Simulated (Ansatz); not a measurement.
Relaxation of C₃H₉ClO₃Si (17 atoms, charge 0, multiplicity 1), to a largest force component of 0.02 eV/Å in at most 40 steps.

All numbers below come from Ansatz, RKS PBE/STO-3G.

```xyz
17
Properties=species:S:1:pos:R:3
Si 0.000 0.000 0.000
Cl 0.000 0.000 2.130
O 1.584 0.000 -0.559
C 2.350 -1.163 -0.836
H 1.719 -1.905 -1.367
H 3.218 -0.893 -1.473
H 2.714 -1.602 0.116
O -0.791 1.371 -0.559
C -2.151 1.418 -0.965
H -2.769 0.822 -0.261
H -2.502 2.471 -0.964
H -2.247 0.998 -1.988
O -0.791 -1.371 -0.559
C -1.536 -2.268 0.250
H -1.225 -2.158 1.310
H -2.619 -2.040 0.157
H -1.349 -3.311 -0.083
```

**Question.** Where does it end, and by what steps?

**Answer.** The run converged. Limits of this set-up: minimal basis. After 17 steps the energy has fallen by 0.797 eV; H12 moved furthest, 1.34 Å.

```json
{"step": "0", "energy less start (eV)": "0.0000", "largest force component (eV/Å)": "2.999", "accepted": "yes"}
{"step": "1", "energy less start (eV)": "-0.4830", "largest force component (eV/Å)": "1.071", "accepted": "yes"}
{"step": "2", "energy less start (eV)": "-0.6287", "largest force component (eV/Å)": "0.601", "accepted": "yes"}
{"step": "3", "energy less start (eV)": "-0.6814", "largest force component (eV/Å)": "0.432", "accepted": "yes"}
{"step": "4", "energy less start (eV)": "-0.7127", "largest force component (eV/Å)": "0.403", "accepted": "yes"}
{"step": "5", "energy less start (eV)": "-0.7369", "largest force component (eV/Å)": "0.486", "accepted": "yes"}
{"step": "6", "energy less start (eV)": "-0.7711", "largest force component (eV/Å)": "0.137", "accepted": "yes"}
{"step": "7", "energy less start (eV)": "-0.7769", "largest force component (eV/Å)": "0.086", "accepted": "yes"}
{"step": "8", "energy less start (eV)": "-0.7759", "largest force component (eV/Å)": "0.452", "accepted": "no"}
{"step": "9", "energy less start (eV)": "-0.7816", "largest force component (eV/Å)": "0.255", "accepted": "yes"}
{"step": "10", "energy less start (eV)": "-0.7882", "largest force component (eV/Å)": "0.155", "accepted": "yes"}
{"step": "11", "energy less start (eV)": "-0.7905", "largest force component (eV/Å)": "0.147", "accepted": "yes"}
{"step": "12", "energy less start (eV)": "-0.7924", "largest force component (eV/Å)": "0.120", "accepted": "yes"}
{"step": "13", "energy less start (eV)": "-0.7941", "largest force component (eV/Å)": "0.077", "accepted": "yes"}
{"step": "14", "energy less start (eV)": "-0.7953", "largest force component (eV/Å)": "0.087", "accepted": "yes"}
{"step": "15", "energy less start (eV)": "-0.7960", "largest force component (eV/Å)": "0.076", "accepted": "yes"}
{"step": "16", "energy less start (eV)": "-0.7964", "largest force component (eV/Å)": "0.031", "accepted": "yes"}
{"step": "17", "energy less start (eV)": "-0.7965", "largest force component (eV/Å)": "0.010", "accepted": "yes"}
```

```xyz
17
Properties=species:S:1:pos:R:3
Si 0.014 -0.190 -0.413
Cl -0.028 0.036 1.738
O 1.566 0.009 -1.099
C 2.484 -1.061 -0.654
H 2.114 -2.088 -0.898
H 3.444 -0.900 -1.195
H 2.695 -1.020 0.443
O -0.815 1.112 -1.160
C -2.152 1.350 -0.589
H -2.149 1.413 0.528
H -2.501 2.329 -0.989
H -2.900 0.574 -0.892
O -0.484 -1.793 -0.794
C -1.681 -2.241 -0.060
H -1.635 -2.014 1.033
H -2.627 -1.803 -0.468
H -1.741 -3.346 -0.184
```

Whether the end is a true minimum wasn't checked by a vibrational analysis.

Time of the run: 57 s on 1 thread of Intel(R) Xeon(R) 6975P-C (Granite Rapids) (shared host), peak memory 0.18 GiB.
